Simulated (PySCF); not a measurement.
# Static response to an electric field

Species: C₈H₇F.
Atom-mapped SMILES: `[CH:1]#[C:2][CH2:3][C:4]1=[CH:5]/[C:6](=[CH:7]\[F:8])[CH2:9]1` (hydrogens: H10 on C1; H11, H12 on C3; H13 on C5; H14 on C7; H15, H16 on C9)

Structure used (GFN2-xTB), in Å, numbered top down from 1:
```
atom  x, y, z in Å
C1    -2.691    1.976    0.695
C2    -2.335    0.955    0.183
C3    -1.857   -0.276   -0.424
C4    -0.376   -0.351   -0.326
C5     0.646   -0.431   -1.196
C6     1.648   -0.423   -0.135
C7     2.963   -0.469   -0.030
F8     3.769   -0.552   -1.109
C9     0.527   -0.330    0.892
H10   -3.023    2.868    1.136
H11   -2.168   -0.314   -1.471
H12   -2.307   -1.122    0.109
H13    0.730   -0.483   -2.265
H14    3.520   -0.446    0.895
H15    0.506    0.591    1.474
H16    0.441   -1.185    1.561
```

Level: wB97X-D/def2-SVPD (PySCF), static field, nuclei fixed, core orbitals frozen in the response. The polarisability tensor in these axes (au):

```
x   125.74 -14.38  -7.04
y   -14.38  76.47   8.28
z    -7.04   8.28  80.20
```

Diagonalise the tensor; give its mean and Δα, where Δα² is half the sum of the squared differences of the eigenvalues.

Principal values 68.81, 82.38 and 131.22 au; mean 94.14 au = 13.95 Å³ = 15.52 × 10⁻⁴⁰ C²·m²/J; Δα = 56.85 au (60 % of the mean).

What is the dipole moment, and where does it point?

(-1.67, -0.27, 1.01) D, 1.98 D in size, pointing from the negative to the positive side. Measured along this direction, the outermost atoms are F8 at the negative end and H10 at the positive end.

Refractivity n − 1 of an ideal gas of it at 273.15 K and 1 atm, from the electronic α?

N = p/kT = 2.6868 × 10¹⁹ cm⁻³, so n − 1 = 2π × N × 13.95 × 10⁻²⁴ cm³ = 2355 × 10⁻⁶ at long wavelengths.

What are the principal values of the traceless quadrupole moment, Θ = ½Σq(3rr − r²1), about the centre of nuclear charge?

-9.35, 1.36, 7.98 D·Å. The values depend on the origin, since the dipole doesn't vanish. The electronic extent ⟨r²⟩ about the same centre is 1593 bohr², a root-mean-square distance of 2.64 Å for the 64 electrons.

Give the principal axes and the span of the nuclei along them.

Largest value along (0.95, -0.27, -0.18), where the nuclei span 7.75 Å; middle along (0.29, 0.47, 0.84), 3.66 Å; least along (0.15, 0.84, -0.52), 3.12 Å. The response follows the extents in order.

Isolated species at its GFN2-xTB geometry (one conformer only).

The run behind these numbers computed excited states as well. On one thread, Arm Neoverse N1 (aarch64) (shared host), this took 1.9 min and 1.0 GiB of memory at its peak.
